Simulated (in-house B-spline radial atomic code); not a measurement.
Orbital energies and mean radii along the 43-electron series, configuration [Kr] 4d7. The effective charge is n√(-2ε), a non-relativistic measure. Computed with a B-spline radial code for spherical atoms: non-relativistic Hartree-Fock, average of the configuration, point nuclei.

This level leaves out relativity, spin-orbit splitting included, which matters for heavy ions.

| ion | Z | energy of 3p (Eh) | mean radius of 3p (bohr) | energy of 4d (Eh) | mean radius of 4d (bohr) | energy of 2s (Eh) | mean radius of 2s (bohr) | effective charge of 3p |
| --- | --- | --- | --- | --- | --- | --- | --- | --- |
| Pr16+ | 59 | -59.349 | 0.27534 | -16.588 | 0.66164 | -247.34 | 0.10994 | 32.685 |
| Nd17+ | 60 | ? | ? | ? | ? | ? | ? | ? |
| Pm18+ | 61 | -66.852 | 0.26389 | -19.861 | 0.61929 | -269.3 | 0.1061 | 34.689 |
| Sm19+ | 62 | ? | ? | ? | ? | ? | ? | ? |
| Eu20+ | 63 | -74.811 | 0.25334 | -23.392 | 0.58237 | -292.28 | 0.10252 | 36.696 |
| Gd21+ | 64 | -78.961 | 0.24837 | -25.254 | 0.56561 | -304.14 | 0.10082 | 37.7 |
| Tb22+ | 65 | -83.224 | 0.24359 | -27.18 | 0.54985 | -316.26 | 0.099172 | 38.704 |

(1) Fill in the row of Nd17+.

(2) Fill in the row of Sm19+.

(3) How does the screening of 3p change?

## Answers

(1) energy of 3p (Eh): -63.044; mean radius of 3p (bohr): 0.2695; energy of 4d (Eh): -18.192; mean radius of 4d (bohr): 0.63971; energy of 2s (Eh): -258.2; mean radius of 2s (bohr): 0.10799; effective charge of 3p: 33.687.

(2) energy of 3p (Eh): -70.775; mean radius of 3p (bohr): 0.25851; energy of 4d (Eh): -21.594; mean radius of 4d (bohr): 0.60022; energy of 2s (Eh): -280.66; mean radius of 2s (bohr): 0.10428; effective charge of 3p: 35.692.

(3) Z less the effective charge goes from 26.32 at Z = 59 to 26.30 at Z = 65.
